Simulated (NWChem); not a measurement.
Species: InNH3Cl; SMILES [NH2][InH][Cl]

All runs: NWChem. All runs use the structure optimised with PBE0/def2-SVP. No frequency run checked for a minimum. def2 effective core potentials on In; no spin-orbit coupling. Gas phase, vertical. One conformer.

PBE0/def2-SVPD, TDA puts singlet state 2 at 5.48 eV with oscillator strength 0.060.

### Question
Give the wavelength, the transition dipole and the radiative lifetime of that state in vacuum.

### Answer

1. λ = 1239.84/5.48 = 226 nm, or 44200 cm⁻¹.
2. f = (2/3) ΔE μ² in atomic units, so μ = √(1.5 f/ΔE) = 0.67 a.u. = 1.70 D.
3. τ = 1.499 s cm⁻² / (f ν²) = 13 ns, for a non-degenerate state that emits at the vertical energy; a higher state like this one mostly decays faster by other paths.
